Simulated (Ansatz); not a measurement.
Start from `CC#CC(F)F` and change one atom or group to get `CC#CC(F)(F)F`.

Ansatz, PBE0-D4/def2-TZVP geometries, multiplicity 1. 

| property | `CC#CC(F)F` |
| --- | --- |
| HOMO energy (ωB97M-V/def2-TZVPP) / eV | -10.45 |
| HOMO–LUMO gap (B3LYP/def2-TZVPP) / eV | 8.03 |
| HOMO energy (B3LYP/def2-TZVPP) / eV | -7.98 |
| LUMO energy (B3LYP/def2-TZVPP) / eV | 0.06 |
| size of the dipole moment (B3LYP/def2-TZVPP) / D | 3.10 |
| HOMO energy (PBE0/def2-TZVPP) / eV | -8.20 |

Task: Give the same properties after the change, and the shifts. (Best estimate.)

Result: The calculation gave: 
| property | `CC#CC(F)(F)F` | shift |
| --- | --- | --- |
| HOMO energy (ωB97M-V/def2-TZVPP) / eV | -10.85 | -0.40 |
| HOMO–LUMO gap (B3LYP/def2-TZVPP) / eV | 8.29 | 0.26 |
| HOMO energy (B3LYP/def2-TZVPP) / eV | -8.34 | -0.36 |
| LUMO energy (B3LYP/def2-TZVPP) / eV | -0.05 | -0.11 |
| size of the dipole moment (B3LYP/def2-TZVPP) / D | 3.55 | 0.45 |
| HOMO energy (PBE0/def2-TZVPP) / eV | -8.57 | -0.37 |

With PBE0 the HOMO falls by 0.37 eV and the LUMO falls by 0.11 eV, so the gap widens by about 0.26 eV. PBE moves the HOMO by -0.32 eV and ωB97M-V by -0.40 eV. Dipoles are sizes alone; their direction can turn.

B3LYP here is the variant with VWN-RPA as its local correlation; programs differ in this.
